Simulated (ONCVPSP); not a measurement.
Pseudopotentials across the periodic table

Generated with ld1.x 7.5 (TM, RRKJ, ultrasoft, PAW), atompaw 4.2 or ONCVPSP 4.0.1. The cutoff is in Ry: for ld1.x and atompaw files where the sum of valence levels is converged to 10 mRy in a Bessel basis, for ONCV files where the hardest occupied wave has 1 mHa per electron of residual kinetic energy. The error is the largest all-electron minus pseudo excitation energy over each file’s own four to seven test configurations (ionisations up to +4, promotions, holes and added fractions of an electron), all of which were solved. The labels leave out finer settings (local radius, basis sizes, second energies), which also bear on the numbers. Spin-polarised tests are not counted. The rows are a selection from randomly drawn settings: files with unsolved tests, undetermined cutoffs or missed reference levels are left out.

```csv
element,potential,cutoff (Ry),largest error (meV),bound ghosts
B,"ONCV, LDA (Perdew-Wang 92), fully relativistic, rc 1.60/3.40 (sp), local smoothed, core correction yes, reference 2s2 2p0.5, qcut 4.3/3.3, projectors 2/3",19,+218,none
F,"ONCV, PBEsol, fully relativistic, rc 0.75/1.40 (sp), local smoothed, core correction yes, reference 2s1.75 2p5.25, qcut 10.9/12.2, projectors 1/2",107,+206,none
Si,"ONCV, PBEsol, scalar-relativistic, rc 0.80/0.80/0.85 (spd), local smoothed, core correction yes, reference 2s2 2p6 3s2 3p2, qcut 12.7/20.1/13.1, projectors 3/2/2",292,+1.6,none
Ge,"ONCV, PW91, scalar-relativistic, rc 0.95/1.20/1.30 (spd), local smoothed, core correction yes, reference 3s2 3p6 3d10 4s2 4p2, qcut 16/11.9/12.8, projectors 2/2/2",149,-6.1,none
Ge,"ONCV, PBEsol, fully relativistic, rc 1.15/1.00/0.85 (spd), local smoothed, core correction no, reference 3s2 3p6 3d10 4s1 4p3, qcut 12.1/12.7/15, projectors 2/2/2",209,+2.6,none
Rh,"ONCV, PBE, scalar-relativistic, rc 1.90/1.60/1.80 (spd), local smoothed, core correction yes, reference 4s2 4p6 4d8 5s1, qcut 7.3/7.8/10.5, projectors 2/2/3",57,-3.2,none
Rh,"ONCV, PW91, scalar-relativistic, rc 1.50/1.50/1.90 (spd), local smoothed, core correction yes, reference 4s2 4p6 4d8 5s1, qcut 9.9/10.1/7.5, projectors 2/2/3",71,+17,none
Cs,"ONCV, PBEsol, scalar-relativistic, rc 2.55/3.00/3.20 (spd), local smoothed, core correction yes, reference 5s2 5p6 6s1, qcut 5.8/4.4/3.3, projectors 2/2/3",20,-28,none
```

(1) Fill in the row for Nd: ONCV, PBE, scalar-relativistic, rc 2.25/2.35/3.95 (spd), local smoothed, core correction no, reference 5s2 5p6 5d1 6s2, qcut 6.7/5.1/4.3, projectors 2/1/3.

Answers

(1) cutoff 26 Ry, largest error +2.1 meV, bound ghosts: none.
